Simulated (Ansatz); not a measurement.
Ideal-gas functions of `O[Si](F)(Cl)Cl` at 600 K and 1 bar, from an Ansatz frequency run at PBE0-D4/def2-TZVP.

Molar mass 135.0 g/mol, point group C1 (symmetry number 1), electronic degeneracy 1, moments of inertia 168.269, 260.607, 302.898 u Å². Harmonic wavenumbers (cm⁻¹, unscaled): 132, 175, 234, 276, 304, 322, 517, 628, 811, 911, 1004, 3917.

Use S(trans) = R[1.5 ln M + 2.5 ln T − 1.1517]; rotational temperatures θ = 24.2544 K / I; S(rot) = R[ln(√π/σ · √(T³/θAθBθC)) + 1.5]; for each mode x = 1.438777 ν̃/T, S = R[x/(eˣ − 1) − ln(1 − e⁻ˣ)] and H = RT x/(eˣ − 1); 1 cm⁻¹ = 0.0119627 kJ/mol; R = 8.31446 J/(mol·K).

**Question.** By hand: the entropy, in J/(mol·K).

**Answer.** Translation 184.6. Rotation: θ = 0.1441, 0.0931, 0.0801 K, giving 125.4. Vibration, mode by mode: 17.91, 15.60, 13.23, 11.90, 11.12, 10.67, 7.04, 5.65, 3.98, 3.30, 2.77, 0.01, in all 103.2. Electronic 0.0. Sum 413.2 J/(mol·K).

**Question.** By hand: H − E and G − E in kJ/mol, counted from the electronic energy.

**Answer.** Zero-point energy ½ × 9231 × 0.0119627 = 55.2; thermal vibration 31.0; translation, rotation and pV give 4 RT = 20.0. H − E = 106.2 kJ/mol, and G − E = 106.2 − 600 × 413.2/1000 = -141.7 kJ/mol.

Vibration gives 25 % of the entropy, 17.9 J/(mol·K) of it from the mode under 150 cm⁻¹: soft modes count most, and the harmonic formula is weakest for them. The sum counts one conformer and one mirror image; others add a mixing term.
